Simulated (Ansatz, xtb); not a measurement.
# C3H6GeOSi: 3 structures ranked

3 gas-phase structures of C3H6GeOSi, from a drawn sample of its isomers (lower ones may exist). Each was relaxed with GFN2-xTB; where two conformers were screened, the lower at r2SCAN-D4/def2-SVP is listed:

A. `C#[C][GeH2][SiH2]C=O`, a singlet
B. `C#C[SiH2][GeH2][CH]=O`, a singlet
C. `C#C[Si@@H]([GeH3])C=O`, a singlet

Question: Make a reasoned guess at their ranking by r2SCAN-D4/def2-SVP single-point energy.

Answer: Calculated order at r2SCAN-D4/def2-SVP: C (0.0), B (0.5), A (24.9) kJ/mol. Less than 1 kcal/mol parts C and B, so the order within that pair means little.

Energies above the lowest of each column, in kJ/mol; the last columns are at B3LYP-D3(BJ)/def2-SVP geometries:

```tsv
structure	GFN2-xTB	HF/STO-3G	r2SCAN-D4/def2-SVP	B3LYP-D3(BJ)/def2-SVP	CCSD(T)/def2-SVP + ΔMP2/def2-TZVPP
C	15.9	0.0	0.0	0.0	0.0
B	0.0	13.0	0.5	6.7	4.5
A	7.3	16.1	24.9	23.8	18.9
```

CCSD(T)/def2-SVP + ΔMP2/def2-TZVPP puts C lowest; GFN2-xTB picks B. Some further structures that were screened fall inside this span and aren't listed. Flexible structures stand in one conformer each, not always the lowest. ΔMP2 is the change of the MP2 energy from the smaller to the larger basis.

Programs: Ansatz 0.2.0, xtb 6.7.1.
